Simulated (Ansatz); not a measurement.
The first iterations of a band of C3H9Al + H2 (15 atoms, charge 0, multiplicity 1).

Level of theory: RKS PBE0-D4/def2-SVP (Ansatz 0.2.0).

* movable images: 9
* climbing image: yes
* spring: 5.0 eV/Å²
* optimiser: quadratic models (default)
* start path: through a guess of the saddle point
* force threshold: 0.03 eV/Å
* iteration limit: 60
* end points: relaxed

Image 0:

```xyz
15
Properties=species:S:1:pos:R:3
Al 0.054 -0.102 0.154
C 0.511 1.604 1.023
C -1.707 -0.921 0.460
C 1.475 -1.116 -0.750
H -0.482 1.301 -1.603
H -0.862 0.679 -1.836
H -0.349 2.285 1.134
H 0.877 1.401 2.047
H 1.318 2.155 0.512
H -2.505 -0.182 0.641
H -1.668 -1.565 1.358
H -2.029 -1.573 -0.369
H 1.985 -0.520 -1.527
H 1.122 -2.048 -1.220
H 2.259 -1.398 -0.024
```

Image 10:

```xyz
15
Properties=species:S:1:pos:R:3
Al -0.410 -0.438 -0.819
C 0.445 1.888 0.681
C -1.726 -1.049 0.503
C 1.437 -1.097 -0.819
H 0.070 1.895 -0.357
H -0.926 0.421 -2.066
H 0.040 2.777 1.183
H 0.113 1.000 1.240
H 1.542 1.921 0.668
H -2.473 -0.274 0.742
H -1.271 -1.389 1.448
H -2.291 -1.907 0.095
H 2.136 -0.394 -1.302
H 1.499 -2.041 -1.390
H 1.815 -1.315 0.194
```

| iteration | highest image above the first end (eV) | largest band force component (eV/Å) |
| --- | --- | --- |
| 1 | 1.366 | 3.563 |
| 2 | 0.987 | 1.452 |
| 3 | 0.901 | 2.693 |
| 4 | 0.765 | 0.580 |
| 5 | 0.807 | 0.968 |

**Question.** Does the band converge within its limit, and where does its top end?

**Answer.** The run converged. It ended after 17 iterations with the highest image 0.946 eV above the first end. A vibrational analysis at the climbing image gives one clearly imaginary mode, 1244i cm⁻¹: a first-order saddle point. The orbitals stay closed-shell, which can raise the energy where a bond breaks towards radicals; this wasn't checked here.

Run time: 5.8 min on 2 threads of Arm Neoverse V2 (shared host), peak memory 0.27 GiB.
